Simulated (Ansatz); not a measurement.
C$_{2}$H$_{5}$O (SMILES C[CH-]O), charge -1, singlet, at a GFN2-xTB geometry (a gas-phase anion, which may not be bound at this level). Base run: CCSD/def2-SVP (Ansatz, an electronic-structure program).

Input for Ansatz:
Ansatz 0.2 input:
```yaml
crystal:
  periodic: [false, false, false]
  atoms:
    - {symbol: C, position_ang: [1.11701280, -0.45538201, 0.16584940]}
    - {symbol: C, position_ang: [0.08054857, 0.68537464, 0.06351505]}
    - {symbol: O, position_ang: [-1.26679294, 0.00053142, -0.21741353]}
    - {symbol: H, position_ang: [-1.54067912, -0.29799928, 0.65522787]}
    - {symbol: H, position_ang: [0.27418481, 1.16455386, -0.94448532]}
    - {symbol: H, position_ang: [2.12245125, -0.01877928, 0.23543440]}
    - {symbol: H, position_ang: [0.95379974, -1.03911597, 1.08571755]}
    - {symbol: H, position_ang: [1.13921864, -1.19286638, -0.66877288]}
basis:
  gaussian:
    orbitals: def2-SVP
total_charge: -1
magnetization: {spin_polarized: false}
correlation: {method: ccsd}
```

**Question.** The base was run again with changes. Order these runs by total energy, lowest first: electrons = all | method = mp2 | reference functional = pbe0 | method = rpa.

**Answer.** method = rpa (ΔE vs base (kcal/mol) -27.03), electrons = all (ΔE vs base (kcal/mol) -4.65), reference functional = pbe0 (ΔE vs base (kcal/mol) 1.31), method = mp2 (ΔE vs base (kcal/mol) 22.00)

A gas-phase anion may not be bound at this level; its values then depend on the basis.
